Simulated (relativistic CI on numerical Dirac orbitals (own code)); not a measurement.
Radial parameters of Ir75+

Calculated at this level of theory: Dirac-Coulomb-Breit CI, separate exchange-only KLI orbitals for each configuration, QED by a radiative potential, unscaled Slater integrals (own radial code, finite nucleus).

Slater integrals F^k, G^k are unscaled and averaged over j, outside the closed core (none); ζ comes from projecting the Hamiltonian with its Breit term on Σ l·s of the shell.

- 1s 2s: G^0(1s,2s) = 517350 cm⁻¹; <r>(1s) = 0.01727, <r^2>(1s) = 0.0004107, <r>(2s) = 0.069, <r^2>(2s) = 0.00567 (bohr units).
- 1s 2p: G^1(1s,2p) = 809380, ζ(2p) = 1.0187e+07 cm⁻¹; <r>(1s) = 0.01727, <r^2>(1s) = 0.0004107, <r>(2p) = 0.06109, <r^2>(2p) = 0.004553 (bohr units).
- 1s 3s: G^0(1s,3s) = 133690 cm⁻¹; <r>(1s) = 0.01726, <r^2>(1s) = 0.0004101, <r>(3s) = 0.1606, <r^2>(3s) = 0.02958 (bohr units).

Averages of the first 10 configurations, taken without configuration mixing, which lowers the lowest level and can move excited configurations by several eV; other configurations of the list can lie among them:

```tsv
Configuration	Parity	States	Average energy above the lowest level (eV)
1s2	even	1	0.6
1s 2s	even	4	64393.4
1s 2p	odd	12	65749.5
1s 3s	even	4	76877.6
1s 3p	odd	12	77278.8
1s 3d	even	20	77567.5
1s 4s	even	4	81154.8
1s 4p	odd	12	81322.3
1s 4d	even	20	81443.8
1s 4f	odd	28	81489.1
```
